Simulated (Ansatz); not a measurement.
`O[SiH2][SiH](F)S` + `C=CF` → `F[SiH](F)S` + `C=C[SiH2]O`  (formal exchange of groups at the Si–Si bond)

Calculated with Ansatz (gas phase, PBE0-D4/def2-TZVP geometries, no zero-point term in ΔE). CCSD(T)/CBS adds triple-zeta CCSD(T) − MP2 to the extrapolated MP2 energy (def2 sets, frozen cores). DFT in def2-TZVPP. Each species was taken in one conformer, which may not be the lowest.

| level | ΔE (kcal/mol) |
| --- | --- |
| PBE0-D4 | -51.0 |
| ωB97X-V | -53.8 |
| B2PLYP | -56.8 |
| PBE | -48.0 |
| r2SCAN | -54.0 |
| CCSD(T)/def2-TZVPP | -57.4 |
| HF/def2-QZVPP | -60.6 |
| CCSD/CBS(def2) | -58.5 |

What does CCSD(T)/CBS give? (An estimate is asked.)

The calculation gave: -57.8 kcal/mol. The listed levels differ from it by 6.8, 4.0, 1.0, 9.8, 3.8, 0.4, -2.8, -0.7 kcal/mol.

Largest T1 diagnostic among the species: 0.012.

From PBE to PBE0 (25 % exact exchange), in def2-TZVPP and without D4, ΔE moves by −3.2 kcal/mol.
